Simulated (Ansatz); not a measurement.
Consider the substitution at a C–Si bond: `O[SiH2][CH2][ZnH]` + CH₃OH → `CO[CH2][ZnH]` + silanol.

Calculated with Ansatz (gas phase, PBE0-D4/def2-TZVP geometries, no zero-point term in ΔE). CCSD(T)/CBS is the MP2 limit (def2-TZVPP, def2-QZVPP) plus CCSD(T) − MP2 in def2-TZVPP, frozen cores. This one scheme is used for every species. DFT in def2-TZVPP. B3LYP here is the variant with VWN-RPA as its local correlation; programs differ in this. For Zn outer-core shells are correlated without core-valence functions, which leaves a few kJ/mol of doubt a bond. Scalar relativity is left out up to krypton. One conformer a species, not always the lowest.

`O[SiH2][CH2][ZnH]`:

```xyz
10

O     0.679   -1.389   -0.069
Si    0.456    0.002   -0.977
C    -0.550    1.047    0.145
Zn   -0.762   -0.109    1.727
H     1.186   -2.119   -0.429
H     1.792    0.569   -1.318
H    -0.224   -0.364   -2.253
H    -0.048    1.977    0.424
H    -1.528    1.299   -0.271
H    -1.001   -0.913    3.021
```

CH₃OH:

Z-matrix (Å, degrees):
```
C
O 1 1.409
H 1 1.097 2 112.4
H 1 1.090 2 107.0 3 -118.5
H 1 1.097 2 112.4 3 123.0
H 2 0.959 1 108.5 3 -61.6
```

`CO[CH2][ZnH]`:

```xyz
10

C    -0.165   -1.482    0.670
O    -0.030   -0.088    0.711
C     0.065    0.484   -0.582
Zn    0.248    2.425   -0.348
H    -0.232   -1.843    1.698
H    -1.073   -1.780    0.126
H     0.699   -1.953    0.180
H    -0.827    0.231   -1.179
H     0.925    0.060   -1.125
H     0.390    3.948   -0.151
```

`O[SiH3]`:

Cartesian coordinates in Å:
```
O -0.737 -0.946 -0.453
Si 0.138 0.370 0.014
H -0.586 -1.770 0.010
H -0.117 0.722 1.439
H -0.298 1.480 -0.863
H 1.601 0.144 -0.146
```

| level | ΔE (kJ/mol) |
| --- | --- |
| r2SCAN-D4 | 128.4 |
| B3LYP-D4 | 117.6 |
| PBE | 118.8 |
| r2SCAN | 127.8 |
| PBE0 | 125.3 |
| HF/def2-TZVPP | 114.1 |
| MP2/def2-TZVPP | 131.6 |
| CCSD/CBS(def2) | 128.5 |

Problem. What does CCSD(T)/CBS give? (Estimate.)

Solution. Computed: +129.5 kJ/mol. The listed levels differ from it by -1.1, -11.9, -10.7, -1.7, -4.2, -15.4, 2.1, -1.0 kJ/mol.

Largest T1 diagnostic among the species: 0.014.

The D4 term adds +5.2 kJ/mol with B3LYP and +2.7 kJ/mol with PBE0; it sums over pairs of atoms, weighted by their polarisabilities, and B3LYP, whose exchange is more repulsive, gets the larger term. From PBE to PBE0 (25 % exact exchange), in def2-TZVPP and without D4, ΔE moves by +6.5 kJ/mol.
